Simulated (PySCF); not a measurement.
Vertical excitations of a molecule C5H4F2O from PySCF with TDA-PBE/def2-SVPD, as energy in eV (oscillator strength): 4.24 (0.000), 5.98 (0.000), 6.39 (0.000), 6.55 (0.033), 6.58 (0.000), 6.78 (0.000). Lowest triplet (TDA): 3.83 eV. The structure is a stationary point at B3LYP-D3(BJ)/def2-SVP. One conformer was computed; it need not be the lowest.

Question: Pick the molecule that these values belong to.
A) C=C=C1CC(F)(F)O1
B) O=C1CC(=C(F)F)C1
C) FC(F)=C[C@H]1C=CO1
D) C=C1OC(=C)C1(F)F

Answer: A, C=C=C1CC(F)(F)O1
